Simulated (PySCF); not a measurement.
## TlTe: from constants to spectrum

UHF-CCSD(T) constants of TlTe, ²Π (doublet), unpaired electrons π ↑ (Tl def2-SVP with ECP60, Te def2-SVP with ECP28; scalar-relativistic core potentials (PySCF 2.14); masses 204.9744 and 129.9062 u):

* ωe: 137.1 cm⁻¹
* ωexe: 0.22 cm⁻¹
* Be: 0.024397 cm⁻¹
* αe: 5.72e-05 cm⁻¹
* D (centrifugal): 3.09e-09 cm⁻¹
* De to Tl + Te: 2.20 eV

(1) Give the vibrational terms G(v) and spacings up to v = 6.

(2) How well does the Morse estimate ωe²/(4ωexe) reproduce De, and what is D0?

Correlated steps freeze 8 core orbitals. Correlated levels converge slowly with the basis: in double zeta they bind strong bonds too weakly, by up to about 1 eV, and carry superposition errors of some tenths. Spin–orbit coupling is left out, which matters for elements this heavy, above all for dissociation energies. The state was picked by a PBE0 search and need not be the measured ground state.

Results:

(1) G(v) = ωe(v+½) − ωexe(v+½)².

```
v  G(v) (cm⁻¹)  G(v) − G(v−1)  Bv (cm⁻¹)
0         68.5                   0.02437
1        205.2          136.7    0.02431
2        341.4          136.2    0.02425
3        477.2          135.8    0.02420
4        612.5          135.3    0.02414
5        747.4          134.9    0.02408
6        881.9          134.5    0.02403
```

(2) It gives 2.65 eV, 120 % of the computed De. D0 = De − G(0) = 2.20 − 0.01 = 2.19 eV.
